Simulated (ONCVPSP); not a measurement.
# zinc: one change to an ONCV potential, before and after

ONCVPSP 4.0.1 input, shortened (lines: element, Z, core and valence counts, functional; n l f; lmax; l rc ep ncon nbas qcut; lloc lpopt rc5 dvloc0; l nproj debl; icmod fcfact rcfact), LDA (Perdew-Zunger), fully relativistic:

```
  Zn 30.00    3    4        3      upf
    1    0    2.00
    2    0    2.00
    2    1    6.00
    3    0    2.00
    3    1    6.00
    3    2   10.00
    4    0    0.50
    2
    0    1.10    0.00    4    8   12.40
    1    0.65    0.00    5    8   11.20
    2    1.50    0.00    3    8   12.10
    4    5    0.65    0.00
    0    3    2.70
    1    2    0.90
    2    3    3.50
    4    0.45    0.00
```

Open shells are filled in proportion to 2j + 1.

In the p channel the program set the typed energies aside and used -3.581, 0.250 Ha (j = l + 1/2; the other j can differ).

All-electron outer shells of the reference configuration (LDA (Perdew-Zunger), scalar-relativistic, ld1.x):

```tsv
shell	level (eV)	outermost node (bohr)	outermost maximum (bohr)
2p	-1018.44	–	0.15
3s	-143.83	0.28	0.59
3p	-98.49	0.25	0.59
3d	-25.52	–	0.56
4s	-18.76	0.84	1.94
```

Change: all radii but the core radius scaled by about 0.80 (s 0.88, p 0.52, d 1.20 bohr); local potential polynomial inside 0.52 bohr (lpopt 5, dvloc0 0 Ha).

Cutoffs: the cutoffs (Ha) at which the residual kinetic energy of the hardest occupied pseudo-wave falls to 1 and 0.1 mHa per electron; they do not see the model core or the augmentation charge, which bear on the density cutoff. Errors are all-electron minus pseudo energies relative to the spin-unpolarised reference configuration.

Task: What does the change do?

Result: The potential gets harder (255 Ha and 400 Ha → 716 Ha and 798 Ha); a bound ghost appears in p, which as a rule spoils a file; of the 4 tests that both files solve, the error grows in 0 and shrinks in 1 by more than 15 % and 0.3 meV (median size 69.8 → 73.5 meV). A smaller radius makes the pseudo-wave follow the all-electron one further in, where it bends more sharply, so more plane waves are needed.

| quantity | base | changed |
| --- | --- | --- |
| cutoff, loose | 255 Ha | 716 Ha |
| cutoff, tight | 400 Ha | 798 Ha |
| loose cutoff by channel | s 50 Ha, p 255 Ha, d 52 Ha | s 64 Ha, p 716 Ha, d 61 Ha |
| bound ghosts | none | p3/2, p1/2 |
| GHOST(+) flags under 300 eV | none | none |
| error for 3s2 3p6 3d10 4s2, meV [ΔE -18.46 eV] | -107 | -113 |
| error for 3s2 3p6 3d10 4s1, meV [ΔE -8.27 eV] | -20 | -21 |
| error for 3s2 3p6 3d10 4s0, meV [ΔE 10.50 eV] | -32 | -34 |
| error for 3s2 3p5 3d10 4s2, meV [ΔE 73.49 eV] | -269 | -185 |
| rms error of d²Exc/dni dnj with the model core, mHa | 1.22 | 0.66 |

 A true bound ghost makes a file unfit for plane-wave use even where its test errors are small: the radial tests pick states by their node count and pass the ghost by.
